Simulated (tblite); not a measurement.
Species: C5H10Cl2GeO.
Structure used (GFN2-xTB), in Å, numbered top down from 1:
```xyz
19
C5H10Cl2GeO angstrom
C     -1.7418   -0.2185   -1.3640
C     -1.5271   -0.1263    0.1185
C     -0.3166    0.0037    0.6561
C      0.9521    0.0726   -0.1286
O      2.0391    0.2071    0.7561
Ge     3.7233    0.3266    0.3083
C     -2.7425   -0.1866    0.9894
Cl    -2.6669   -1.5828    2.1011
Cl    -2.9130    1.3052    1.9571
H     -1.2058   -1.0765   -1.7678
H     -1.3538    0.6727   -1.8555
H     -2.7944   -0.3198   -1.6110
H     -0.1868    0.0682    1.7264
H      1.0592   -0.8373   -0.7390
H      0.9110    0.9243   -0.8249
H      3.9348    1.5356   -0.5629
H      4.1387   -0.9068   -0.4477
H      4.3459    0.4417    1.6511
H     -3.6653   -0.2938    0.4180
```

Method: GFN2-xTB as coded in tblite; computed harmonic values from a numerical Hessian at the method's own geometry, unscaled. The method is semi-empirical: single wavenumbers can be off by several per cent or more. Modes of hydrogen on germanium can be 10 to 20 % off. One conformer, not necessarily the lowest. The optimisation stopped once no atom felt more than 0.01 eV/Å.

Lowest wavenumbers of the output (negative numbers stand for imaginary wavenumbers):
```
mode    cm-1
  1     -28.3
  2     -17.2
  3      19.5
  4      50.3
  5      60.8
  6     112.2
  7     117.5
  8     162.6
```

**Question.** Is this structure a minimum?

**Answer.** Not by this Hessian. 1 mode is imaginary beyond 20i (28i cm⁻¹), and 1 more slightly so (17.2i). The curvature is small, so loose convergence or finite differences may be the whole cause.

**Question.** Which atoms move in the imaginary modes?

**Answer.** 28i: H12 (methyl hydrogen) 29 %, H10 (methyl hydrogen) 19 %, H11 (methyl hydrogen) 19 %, Cl8 (alkyl chlorine) 11 %; 17i: H10 (methyl hydrogen) 18 %, H11 (methyl hydrogen) 18 %, C1 (allylic carbon) 15 %, Cl9 (alkyl chlorine) 15 %. These are shares of the mass-weighted motion.

**Question.** What is the remedy?

**Answer.** Step along such a mode in both directions, optimise again with tighter thresholds and repeat the frequencies. The zero-point energy of this point (81.6 kcal/mol) counts the 49 real modes alone, and thermal corrections from it aren't those of a minimum.
